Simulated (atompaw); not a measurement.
# potassium (K): PAW (atompaw) pseudisation with LDA (PW92), scalar-relativistic reference atom.

| Item | Value |
| --- | --- |
| Element | K (Z = 19) |
| Generator | atompaw 4.2.0.5 |
| Type | PAW |
| Functional | LDA (PW92) |
| Relativity | scalar-relativistic |
| Frozen core | [Ne] 3s2 |
| Valence charge | 7 |
| Reference configuration | 3p6 4s1 4p0 |
| Partial waves | 4s (bound): rc 3.00 bohr; 4s channel at 2.5 Ry: rc 3.00 bohr; 3p (bound): rc 1.80 bohr; 4p (bound, empty): rc 2.35 bohr; 3d channel at 0.2 Ry: rc 3.00 bohr; 3d channel at 2.7 Ry: rc 3.00 bohr |
| Local potential | troulliermartins scheme with l = 3 at 0 Ry, radius 2.55 bohr |
| Core correction | smooth core density matched at 2.55 bohr |
| Augmentation charge | sinc compensation charge, radius 2.85 bohr; PAW radius 3.00 bohr; waves and projectors: custom rrkj gramschmidtortho |

All-electron outer shells of the reference configuration (LDA (PW92), scalar-relativistic, ld1.x):

| shell | level (eV) | outermost node (bohr) | outermost maximum (bohr) |
| --- | --- | --- | --- |
| 2p | -280.02 | – | 0.26 |
| 3s | -35.18 | 0.48 | 1.07 |
| 3p | -18.84 | 0.45 | 1.15 |
| 4s | -2.43 | 1.59 | 4.03 |
| 4p | -0.84 | 1.88 | 5.71 |

Results:

- Cutoffs needed: 25 Ry and 40 Ry (the cutoffs (Ry, on a coarse ladder) from which the occupation-weighted sum of valence levels, in a spherical-Bessel basis at the reference potential, stays within 10 and 1 mRy of its value at 400 Ry)
- Ghost test: ghost state, extra bound levels that the all-electron valence spectrum of the same l lacks: s at -0.04 eV; a true bound ghost makes a file unfit for plane-wave use (spherical-Bessel basis up to 400 Ry, 20 bohr box)
- Lowest eigenvalue of the overlap operator: 0.04 (p channel)
- Overlap eigenvalues printed by atompaw (projector basis): 0.0317, 0.115, 0.556, 27.2, 39.4, 366
- Share of each valence orbital outside the PAW sphere: 4s 86 %, 3p 2 %, 4p 96 %

Generation and tests took about 5.9 s on one core of a shared server CPU.
